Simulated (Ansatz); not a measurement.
`[SiH3]CCBr` and `CCBr` differ in one atom or group.

Ansatz, PBE0-D4/def2-TZVP geometries, multiplicity 1. Each molecule was computed in one conformer, which needn't be the lowest.

Scalar relativity is left out up to krypton. Spin–orbit coupling is left out; it splits and shifts lone-pair levels of the heavy atoms by tenths of an eV.

| property | `[SiH3]CCBr` |
| --- | --- |
| size of the dipole moment (B3LYP/def2-TZVPP) / D | 1.64 |
| HOMO energy (PBE/def2-TZVPP) / eV | -6.60 |
| HOMO–LUMO gap (ωB97M-V/def2-TZVPP) / eV | 11.77 |
| HOMO energy (ωB97M-V/def2-TZVPP) / eV | -10.11 |
| size of the dipole moment (PBE/def2-TZVPP) / D | 1.54 |
| ideal-gas entropy at 298 K and 1 bar (rigid rotor, harmonic PBE0-D4/def2-TZVP) / J/(mol·K) | 342 |

Question: What does the change do to each property? (Best estimate.)

Answer: Ansatz gave: 
| property | `CCBr` | shift |
| --- | --- | --- |
| size of the dipole moment (B3LYP/def2-TZVPP) / D | 2.13 | 0.49 |
| HOMO energy (PBE/def2-TZVPP) / eV | -6.53 | 0.07 |
| HOMO–LUMO gap (ωB97M-V/def2-TZVPP) / eV | 12.23 | 0.46 |
| HOMO energy (ωB97M-V/def2-TZVPP) / eV | -10.10 | 0.01 |
| size of the dipole moment (PBE/def2-TZVPP) / D | 2.07 | 0.53 |
| ideal-gas entropy at 298 K and 1 bar (rigid rotor, harmonic PBE0-D4/def2-TZVP) / J/(mol·K) | 286 | -56 |

The zero-point energy changes by -39.0 kJ/mol with -9 modes. Dipoles are sizes alone; their direction can turn.

B3LYP here is the variant with VWN-RPA as its local correlation; programs differ in this.
